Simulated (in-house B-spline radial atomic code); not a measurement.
## Ionising Cd VIII (Cd7+) with different functionals

Computed with an all-electron radial atomic-structure program (B-spline basis): non-relativistic Hamiltonian, point nucleus, spin-polarised at highest spin, spherical fractional occupations for the functionals, and exact exchange of hybrids averaged over the configuration. The ionisation energy is the difference of two self-consistent energies, [Kr] 4d5 → [Kr] 4d4, without Breit or QED terms; ε is the level of the shell that loses the electron (its least bound occupied spin orbital). There is no spin-orbit coupling in this Hamiltonian.

| method | rung | ΔSCF (eV) | -ε(4d) (eV) |
| --- | --- | --- | --- |
| PBE0 | global hybrid | ? | ? |
| B3LYP | global hybrid | 132.48 | 124.51 |
| TPSSh | global hybrid | ? | ? |
| M06-2X | global hybrid | 132.08 | 127.86 |
| BHandHLYP | global hybrid | 132.55 | 127.94 |
| r2SCAN0 | global hybrid | 133.21 | 125.89 |
| B97-1 | global hybrid | 132.32 | 124.45 |
| HSE06 | range-separated hybrid | 132.63 | 124.82 |
| wB97X | range-separated hybrid | 132.18 | 127.36 |
| CAM-B3LYP | range-separated hybrid | 132.42 | 126.48 |
| LC-wPBE | range-separated hybrid | 132.47 | 127.72 |

Problem. What does TPSSh give?

Solution. ΔSCF 132.57 eV, and -ε(4d) = 123.52 eV.

Problem. What does PBE0 give?

Solution. ΔSCF 132.66 eV, and -ε(4d) = 125.27 eV.

Problem. Among the functionals, which spreads more, the ΔSCF values or the orbital energies?

Solution. The orbital energies: ΔSCF values span about 1.13 eV and the orbital energies 4.42 eV.

Problem. How do they compare with the NIST value?

Solution. NIST lists 130 eV ± 2.1 (tabulated theory, ground level to ground level). Errors run from +1.98 to +3.11 eV; all lie within about twice that uncertainty, so the table can't rank the methods.
